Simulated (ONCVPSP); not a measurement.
## Which change was made? (Rb, ONCV)

Rb, optimised norm-conserving Vanderbilt (ONCV), made with ONCVPSP 4.0.1 (PBE, scalar-relativistic). Core [Ar] 3d10, reference 4s2 4p6 (charge +1). Waves: 4s: rc 1.50 bohr, ncon 3, nbas 6, qcut 5 1/bohr, 2 projectors, debl 3 Ha; 4p: rc 1.60 bohr, ncon 4, nbas 7, qcut 4.7 1/bohr, 1 projector; d scattering state at 0.11 Ha: rc 1.55 bohr, ncon 4, nbas 8, qcut 6.5 1/bohr, 3 projectors, debl 0.6 Ha. Local part: polynomial inside 1.40 bohr (lpopt 5, dvloc0 0 Ha). Core correction: none.

Cutoffs, loose and tight: the cutoffs (Ha) at which the residual kinetic energy of the hardest occupied pseudo-wave falls to 1 and 0.1 mHa per electron. They do not see the model core or the augmentation charge, which bear on the density cutoff. Test errors are all-electron minus pseudo excitation energies from the reference, over the configurations 4s2 4p6 5s1; 4s2 4p6 5s0.5; 4s2 4p6 5p1; 4s2 4p6 4d1; variants that change the core or the reference have their own tests. The largest error is taken over the tests solved by every variant that gives reliable tests at all, those not shown here included: 4s2 4p6 5p1; 4s2 4p6 5s0.5; 4s2 4p6 5s1.

The base gives: outcome: generated; cutoff, loose: 25 Ha; cutoff, tight: 53 Ha; bound ghosts: d; GHOST(+) flags above zero: s, d; largest test error (meV): +3.5.

Question: After one change the result is: outcome: generated; cutoff, loose: 30 Ha; cutoff, tight: 66 Ha; bound ghosts: d; GHOST(+) flags above zero: s, d; largest test error (meV): +3.5. Which change was it?
A. all radii scaled by about 1.03 (s 1.54, p 1.66, d 1.60 bohr); local potential polynomial inside 1.44 bohr (lpopt 5, dvloc0 0 Ha)
B. all radii scaled by about 1.20 (s 1.80, p 1.92, d 1.86 bohr); local potential polynomial inside 1.68 bohr (lpopt 5, dvloc0 0 Ha)
C. all radii scaled by about 0.81 (s 1.22, p 1.30, d 1.26 bohr); local potential polynomial inside 1.14 bohr (lpopt 5, dvloc0 0 Ha)

Answer: C. The others give: all radii scaled by about 1.20 (s 1.80, p 1.92, d 1.86 bohr); local potential polynomial inside 1.68 bohr (lpopt 5, dvloc0 0 Ha) → outcome: generated, projector energies reset by the program; cutoff, loose: 11 Ha; cutoff, tight: 24 Ha; bound ghosts: d; GHOST(+) flags above zero: none; largest test error (meV): +4.2 | all radii scaled by about 1.03 (s 1.54, p 1.66, d 1.60 bohr); local potential polynomial inside 1.44 bohr (lpopt 5, dvloc0 0 Ha) → outcome: generated; cutoff, loose: 21 Ha; cutoff, tight: 49 Ha; bound ghosts: d; GHOST(+) flags above zero: s, d; largest test error (meV): +3.6.
